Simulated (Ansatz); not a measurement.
Cost and result for the atomization energy of `F[C@@H]1O[C@H]1Br` (7 atoms, 7 bonds).

Charge 0, multiplicity 1. Correlated methods include outer-core shells of Br, which these sets cover unevenly. Scalar relativity is left out up to krypton. Geometry: relaxed with PBE0-D4/def2-TZVP. Program: Ansatz. All runs use 4 threads of an Intel Xeon Platinum 8488C on a shared host. Times are those of one run each, without the atoms' runs, and a repeat can differ threefold. Electronic energies, without spin–orbit coupling; frozen cores. CCSD(T)/CBS adds CCSD(T) − MP2 in def2-TZVPP to the MP2 limit, and its time is that of the two runs behind it. T1 = 0.011. With those shells the extrapolation isn't a true limit. B3LYP takes the VWN-RPA correlation (the form of Gaussian; ORCA's B3LYP/G).

CCSD(T)/CBS is a level of theory with its own doubt, some kJ/mol a heavy atom from the limit and from the frozen cores, so smaller differences don't rank the functionals.

| level | functions | wall time | atomization (kJ/mol) | difference from CCSD(T)/CBS | per bond |
| --- | --- | --- | --- | --- | --- |
| LDA (SPW92)/def2-TZVPP | 200 | 0.5 s | 3220.6 | 575.1 | 82.2 |
| BLYP-D4/def2-TZVPP | 200 | 0.75 s | 2661.2 | 15.7 | 2.3 |
| PBE0-D4/def2-TZVPP | 200 | 1.1 s | 2682.7 | 37.2 | 5.3 |
| CAM-B3LYP-D4/def2-TZVPP | 200 | 1.5 s | 2646.8 | 1.3 | 0.2 |
| B3LYP-D4/def2-TZVPP (with forces) | 200 | 1.8 s | 2627.3 | -18.2 | -2.6 |
| B2PLYP/def2-TZVPP | 200 | 2.2 s | 2610.3 | -35.2 | -5.0 |
| CCSD(T)/def2-SVP | 98 | 2.6 s | 2487.5 | -158.0 | -22.6 |
| B97M-V/def2-TZVPP | 200 | 2.7 s | 2650.4 | 4.9 | 0.7 |
| ωB97X-V/def2-TZVPP | 200 | 2.7 s | 2657.8 | 12.3 | 1.8 |
| ωB97M-V/def2-TZVPP (with forces) | 200 | 3.8 s | 2653.0 | 7.5 | 1.1 |
| MP2/def2-QZVPP | 377 | 8.5 s | 2726.0 | 80.5 | 11.5 |
| CCSD(T)/def2-TZVPP | 200 | 39 s | 2562.6 | -82.9 | -11.8 |
| CCSD(T)/CBS(def2) | – | 48 s | 2645.5 | 0.0 | 0.0 |

From BLYP to BHLYP (50 % exact exchange), in def2-TZVPP and without D4, the atomization energy moves by −166.8 kJ/mol: exact exchange takes away binding that semilocal exchange gives to molecules. At CCSD(T), def2-SVP lies −158.0 kJ/mol from the extrapolated value and def2-TZVPP −82.8 kJ/mol: correlation converges slowly with the basis, and small sets miss more of it in the bonded molecule than in its fragments. In def2-TZVPP, CCSD(T) changes the Hartree–Fock value by +835.8 kJ/mol (the triples alone add +67.2 kJ/mol) and MP2 by +950.5 kJ/mol; breaking electron pairs costs correlation energy, which Hartree–Fock lacks.
